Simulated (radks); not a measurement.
Problem. Valence configurations of O II (all share [He]). Method: Dirac Kohn-Sham, PBE, spin-unpolarised, spherical densities, point nucleus; open shells fill j = l - 1/2 first; computed with a radial shooting solver on a logarithmic mesh with Libxc functionals. Order these by energy: 2s1 2p4; 2s1.5 2p3.5; 2s0.5 2p4.5; 2s2 2p3; 2p5.

Solution. From the lowest, in eV above it: 2s2 2p3 0.000; 2s1.5 2p3.5 7.618; 2s1 2p4 15.243; 2s0.5 2p4.5 22.876; 2p5 30.515. NIST lists [He] 2s2 2p3 as the ground configuration; this level of theory agrees among the configurations tried. The energies are those of spherical spin-averaged densities, not of single terms.
